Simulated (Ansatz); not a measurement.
Molecule: C$_{4}$H$_{3}$FN$_{2}$ (charge 0, singlet). 
Coordinates optimised at B3LYP-D3(BJ)/def2-TZVP (Ansatz, a first-principles code):
SMILES: Fc1ccncn1
```xyz
10

F      1.8406    -1.2300     0.1039
C      0.7293    -0.4946     0.0409
C      0.8300     0.8873     0.1115
C     -0.3750     1.5639     0.0377
N     -1.5485     0.9363    -0.0919
C     -1.4977    -0.3878    -0.1469
N     -0.3977    -1.1451    -0.0857
H      1.7815     1.3867     0.2162
H     -0.4045     2.6467     0.0837
H     -2.4387    -0.9152    -0.2519
```

Wanted: vertical ionisation energy (to the doublet state of charge +1; each state is the SCF solution reached for its spin; the UHF <S^2> is 0.97 for the doublet (pure: 0.75); for the singlet the Hartree-Fock reference is unstable and T1 is 0.015), in eV. Correlated levels leave the core frozen unless marked. UHF or UKS for open shells. Spin-orbit coupling is left out. Non-relativistic. CBS marks a two-point X^-3 extrapolation of the correlation energy; Hartree-Fock from the larger set. [CCSD(T)-MP2]/basis is that difference in the basis named.

```csv
level,program,vertical ionisation energy (eV)
SVWN5/def2-TZVPD,Ansatz,10.01
PBE/def2-TZVPD,Ansatz,9.77
BHLYP/def2-TZVPD,Ansatz,10.34
wB97M-V/def2-TZVPD,Ansatz,___
B2PLYP/def2-TZVPD,Ansatz,___
"RI-MP2/CBS(aug-cc-pVTZ,aug-cc-pVQZ)+[CCSD(T)-MP2]/aug-cc-pVTZ",Ansatz,___
```

Task: What belongs in the gaps?

Result: 
- wB97M-V/def2-TZVPD, vertical ionisation energy (eV): 10.44
- B2PLYP/def2-TZVPD, vertical ionisation energy (eV): 10.31
- RI-MP2/CBS(aug-cc-pVTZ,aug-cc-pVQZ)+[CCSD(T)-MP2]/aug-cc-pVTZ, vertical ionisation energy (eV): 10.53
